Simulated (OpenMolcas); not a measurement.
**Lines of Ni4+: computed and rescaled rates**

* Program: OpenMolcas
* Method: CASSCF
* Basis: ANO-RCC-VTZP [6s5p3d2f1g]
* Scalar Hamiltonian: DKH2, point nucleus
* Active space: 6 electrons in 5 orbitals (3d)
* State averaging: 2S+1 = 5 even, 5 roots; 2S+1 = 3 even, 45 roots (30 in the spin-orbit step); 2S+1 = 1 even, 50 roots (22 in the spin-orbit step)
* Spin-orbit coupling: RASSI with atomic mean-field integrals over the reference wave functions, term energies averaged over their components

Rates come from the transition moments of the reference wave functions (E1 and E2 in the length form). At fixed line strength A goes as λ^-3 for E1 and M1 and as λ^-5 for E2, so a rate at the computed wavelength can be rescaled to the measured one. Measured vacuum wavelengths follow from level energies in Corliss and Sugar, J. Phys. Chem. Ref. Data 10, 197 (1981). Branching counts decays inside the model space alone, at computed energies, and the table is only a selection of the E2 and M1 lines, drawn from those between levels with measured partners whose computed energy lies within a factor of 1.5 of the measured one.

```tsv
Upper	Lower	Type	λ computed (nm)	λ measured (nm)	A computed (s-1)	A rescaled (s-1)	Branching %
3d6 5D0	3d6 5D1	M1	55070	53730	9.71e-04	1.05e-03	100.0
3d6 5D1	3d6 5D2	M1	26700	26210	4.97e-03	5.25e-03	100.0
3d6 3H5	3d6 3H6	M1	23780	21410	1.94e-03	2.66e-03	95.5
3d6 5D2	3d6 5D3	M1	16840	16660	1.36e-02	1.40e-02	100.0
3d6 5D3	3d6 5D4	M1	11550	11240	2.26e-02	2.45e-02	100.0
3d6 3P1	3d6 3P2	M1	4091	3930	3.31e-01	3.73e-01	7.6
3d6 3G5	3d6 3F4	M1	2843	2420	6.03e-02		13.6
3d6 3G5	3d6 3H5	M1	1367	1761	1.57e-01		35.3
3d6 3G5	3d6 3H6	M1	1293	1627	2.22e-01		50.0
3d6 3H4	3d6 5D3	M1	340.5	370.8	2.26e-03		13.1
3d6 3H6	3d6 5D4	E2	338.9	368.9	7.70e-05		100.0
3d6 3H4	3d6 5D4	M1	330.8	359	1.41e-02		81.8
3d6 3P2	3d6 5D1	M1	329.2	411.8	2.19e-01		7.9
3d6 3P2	3d6 5D3	M1	319	395.8	2.56e+00		92.1
3d6 3P1	3d6 5D0	M1	306.4	375.4	5.64e-01		12.9
3d6 3F3	3d6 5D2	M1	305.3	356.1	4.95e-01		22.7
3d6 3F2	3d6 5D1	M1	304.6	356.8	2.96e-01		28.2
3d6 3F4	3d6 5D3	M1	304.3	354.2	4.59e-01		14.9
3d6 3P1	3d6 5D2	M1	301.3	367.5	3.46e+00		79.4
3d6 3F2	3d6 5D2	M1	301.2	352	6.01e-01		57.4
3d6 3F3	3d6 5D3	M1	299.9	348.7	1.45e+00		66.3
3d6 3F4	3d6 5D4	M1	296.5	343.4	2.58e+00		83.6
3d6 3F2	3d6 5D3	M1	295.9	344.7	1.47e-01		14.1
3d6 3P0	3d6 5D1	M1	293.7	360.1	4.52e+00		97.8
3d6 3F3	3d6 5D4	M1	292.3	338.2	2.21e-01		10.1
```

Spin-changing lines and M1 lines between different terms are not rescaled, since their strength hangs on the term gaps too.

The largest correction is for 3d6 3H5 → 3d6 3H6 (M1): 1.94e-03 × (23780 / 21410)^3 = 2.66e-03 s-1, a factor of 1.37.

The computed order of these levels differs from the measured one in 3 places, and where term gaps are wrong the rates of spin-changing lines can be off by large factors.

These are rates of the free ion; in crystals, glasses and complexes forced electric-dipole and non-radiative decay shorten such lifetimes by orders of magnitude. No measured rate stands beside these. Rescaling mends the energy factor alone: line strengths can still be far off where a level mixes with configurations outside the active space, and weak or spin-changing lines hang on small mixing coefficients that depend on the term gaps too, so rescaling need not improve them.

Some high roots are left out of the spin-orbit mixing, which shifts the levels that they would mix with. Without dynamic correlation excited terms often stand tens of per cent too high (terms of higher spin than the ground term too low), and those without a measured partner can miss by more than the paired ones. Computed and measured levels are paired by configuration, term and J; levels that our copy of the source lacks, or whose pairing is in doubt (as where it misses far off the trend of its configuration), stay unpaired. Only configurations of the active space appear.
